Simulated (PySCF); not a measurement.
ClSi, SMILES [Si]Cl (connectivity only; charge and spin as stated), charge +1, multiplicity 1.

Geometry optimised at PBE-D3(BJ)/def2-TZVPD.

Two levels are set side by side: TDA-PBE/def2-TZVPD (PySCF) and TDA-PBE0/def2-TZVPD (PySCF). Vertical, same geometry. The lowest singlet is HOMO−1→LUMO 50 %, HOMO−2→LUMO+1 50 % with PBE and HOMO→LUMO+1 96 % with the other functional; states are paired by order. Differences are taken from unrounded values.

```csv
quantity,TDA-PBE0,TDA-PBE,TDA-PBE minus TDA-PBE0
lowest singlet excitation (eV),5.59,5.22,-0.36
lowest triplet excitation (TDA) (eV),3.60,3.66,0.06
first bright state (f over 0.05) (eV),5.59,5.48,-0.10
its oscillator strength,0.07,0.06,-0.01
```

A lower first singlet is the usual sign of a functional without exact exchange. Differences between two approximate levels are no errors against the true value.

Rough cost on one machine, each run with all the roots and properties that it gave: TDA-PBE0 against TDA-PBE within a factor of 2.
